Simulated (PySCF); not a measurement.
2,2-difluoro-1-silylethanone (C2H4F2OSi), SMILES O=C([SiH3])C(F)F.

The structure is a stationary point at B3LYP-D3(BJ)/def2-SVP. The values are those of a single conformer.

Two levels are set side by side: PBE/def2-TZVP (PySCF) and PBE0/def2-TZVP (PySCF). Same geometry, gas phase. Differences are taken from unrounded values.

| quantity | PBE0 |
|---|---|
| orbital gap (eV) | 5.48 |
| highest occupied level (eV) | -7.64 |
| lowest empty level (eV) | -2.16 |
| dipole moment (D) | 0.66 |
| mean polarisability (bohr³) | 54.9 |

### Question
What does PBE give, and how far is it from PBE0? (The exact figures need the calculation; the answer reports its results.)

### Answer

```json
[
 {"quantity": "orbital gap (eV)", "PBE": "2.86", "PBE minus PBE0": "-2.62"},
 {"quantity": "highest occupied level (eV)", "PBE": "-6.14", "PBE minus PBE0": "1.50"},
 {"quantity": "lowest empty level (eV)", "PBE": "-3.28", "PBE minus PBE0": "-1.12"},
 {"quantity": "dipole moment (D)", "PBE": "0.59", "PBE minus PBE0": "-0.07"},
 {"quantity": "mean polarisability (bohr³)", "PBE": "58.0", "PBE minus PBE0": "3.0"}
]
```

Without exact exchange PBE keeps part of each electron's self-repulsion, which lifts occupied levels and narrows the gap. Loosely held outer electrons make PBE densities more polarisable. Differences between two approximate levels are no errors against the true value.

Rough cost on one machine, each run with all the roots and properties that it gave: PBE0 against PBE within a factor of 2.
